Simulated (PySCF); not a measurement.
## Excitation energy of Se²⁺ by level of theory

Se²⁺ [Ar] 3d10 4s2 4p2 (3P) → Se²⁺ [Ar] 3d10 4s1 4p3 (5S), as a difference of total energies. Computed with PySCF 2.14 in x2c-QZVPPall (11s8p5d4f1g, 97 functions), with scalar relativity by spin-free X2C-1e. Correlated levels: valence: [Ar] 3d10 frozen. The calculations carry no spin-orbit coupling.

```
           method  excitation energy (eV)
              UHF                   6.335
    MP2 (valence)                   7.431
SCS-MP2 (valence)                   7.913
   CCSD (valence)                   7.662
CCSD(T) (valence)                   7.701
```

How much does correlation contribute at CCSD(T) (valence)?

7.701 − (6.335) = 1.366 eV, measured against UHF.

A first-order spin-orbit estimate (lowest level to lowest level, LS coupling) adds 0.297 eV.
